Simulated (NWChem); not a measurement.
## Atomisation of Cl$_{2}$Si

```
Si
Cl 1 2.1112
Cl 1 2.1112 2 101.95
```
Charge 0, spin multiplicity 1.

All runs are NWChem calculations. Structure: optimised with PBE/def2-SVP, a minimum by its harmonic frequencies.

Basis set: def2-TZVP. The atomisation energy is electronic alone: no zero-point, thermal, spin-orbit or counterpoise terms. No value is extrapolated to the basis-set limit. Free atoms are single determinants with multiplicities Si 3, Cl 2.

The structure started from a generated list of species. The stability of the SCF solutions was not checked. Open-shell Hartree-Fock references start from PBE0 orbitals.

Task: One of these methods gave an atomisation energy of 206.1 kcal/mol. Which?
A. TPSS
B. BHandHLYP
C. HF
D. PBE

Result: A, TPSS. The others give 192.2 (BHandHLYP), 144.1 (HF), 211.9 (PBE).
